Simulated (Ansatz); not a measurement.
Gas-phase reaction R1 → P1, each structure at its B3LYP-D3(BJ)/def2-TZVP stationary point, reached from a drawn start; harmonic modes at that level show minima.
R1, CH3O (SMILES C[O]) (charge 0, multiplicity 2):
```xyz
5

C     -0.038    -0.039     0.000
O     -0.029     1.323     0.000
H      1.028    -0.340     0.000
H     -0.480    -0.472     0.909
H     -0.480    -0.472    -0.909
```
P1, CH3O (SMILES [CH2]O) (charge 0, multiplicity 2, Z-matrix in Å and degrees):
```
C
O 1 1.3645
H 2 0.9632 1 109.87
H 1 1.0785 2 113.73 3 175.53
H 1 1.0823 4 121.49 2 153.14
```

P less R. No zero-point or thermal terms; open shells are unrestricted.

Programs: Ansatz (a quantum-chemistry and plane-wave program) with Gaussian orbitals. No computed number here is a measurement.

Task: One of these levels gives 1.83 kcal/mol for the reaction energy. Which?
A. SVWN5/def2-TZVPPD
B. revPBE/def2-TZVPPD
C. HF/aug-cc-pVDZ
D. PBE/def2-TZVPPD

Result: C, HF/aug-cc-pVDZ. The others give -12.37 (SVWN5/def2-TZVPPD), -8.49 (PBE/def2-TZVPPD), -7.47 (revPBE/def2-TZVPPD)
